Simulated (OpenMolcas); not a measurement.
## Ru+: thermal populations, the spin-orbit constant, worked from levels

```
Program             : OpenMolcas
Basis               : ANO-RCC-VTZP [7s6p4d2f1g]
Scalar Hamiltonian  : DKH2, point nucleus
Active space        : 7 electrons in 11 orbitals (4d 5s 5d)
State averaging     : 2S+1 = 4 even, 15 roots; 2S+1 = 6 even, 5 roots kept (CI in the orbitals of an earlier block); 2S+1 = 2 even, 28 roots kept (CI in the orbitals of an earlier block)
Spin-orbit coupling : RASSI with atomic mean-field integrals over the reference wave functions, term energies averaged over their components
```

Methods: CASSCF; SS-CASPT2, IPEA 0.25 Eh, imaginary shift 0.1 Eh (closed shells correlated: 4s 4p). Measured levels: NIST Handbook of Basic Atomic Spectroscopic Data.

**Thermal populations.** Z = Σ (2J + 1) exp(-E/kT) with k = 0.695035 cm-1/K, over the levels below. No other level of either list lies under 8390 cm-1, which is above 7 kT at each temperature.

```
        Level  2J + 1  SS-CASPT2  measured
   4d⁷ ⁴F_9/2      10        0.0       0.0
   4d⁷ ⁴F_7/2       8       1467      1523
   4d⁷ ⁴F_5/2       6       2420      2494
   4d⁷ ⁴F_3/2       4       3000      3104
4d⁶ 5s ⁶D_9/2      10       7550      9151
   4d⁷ ⁴P_5/2       6       8170      8257
   4d⁷ ⁴P_3/2       4       8360      8478
```

```tsv
T (K)	Z, SS-CASPT2	Z, measured levels	Ground level (%), SS-CASPT2	Ground level (%), measured levels
1000	11.207	11.106	89.2	90.0
```

At 1000 K, kT = 695 cm-1, and the computed levels give Z = 10.000 + 0.969 + 0.185 + 0.053 + 0.000 + 0.000 + 0.000 = 11.207.

**The spin-orbit constant.** For the Hund term ⁴F of d7, E(J) = (A/2) J(J+1) + constant and ζ = -2S·A = -3A. From J = 3/2 to J = 9/2 the energy changes by 10.5 A.

| Source | E(9/2) - E(3/2) | A | ζ |
| --- | --- | --- | --- |
| CASSCF | -3024.6 | -288.1 | 864 |
| SS-CASPT2 | -2997.0 | -285.4 | 856 |
| measured | -3104.2 | -295.6 | 887 |

All in cm-1. SS-CASPT2 is off by -3.5 % and CASSCF by -2.6 %. Both methods take the spin-orbit matrix elements from the reference wave functions, so the second can move ζ only through the term energies and any multistate remixing. Second-order mixing with other terms is absorbed into this ζ.

CASPT2 does not keep the components of a term degenerate, so their means are used; among the terms shown or strongly mixed into the levels shown the widest spread is 400 cm-1 (4d⁷ ⁴F, SS-CASPT2). Terms from blocks run as CI alone lack orbitals of their own. Active for correlation alone: 5d; no level in the range computed is led by a configuration that fills it, so any true level of that kind is missing. Without dynamic correlation excited terms often stand tens of per cent too high (terms of higher spin than the ground term too low), and those without a measured partner can miss by more than the paired ones (holds for CASSCF). Measured partners are found by configuration, term and J. A level has none where our copy of the source lacks it or the pairing is in doubt (some pairs that miss far off the trend of their configuration count as doubtful), and it then counts in no deviation. Only configurations of the active space appear.
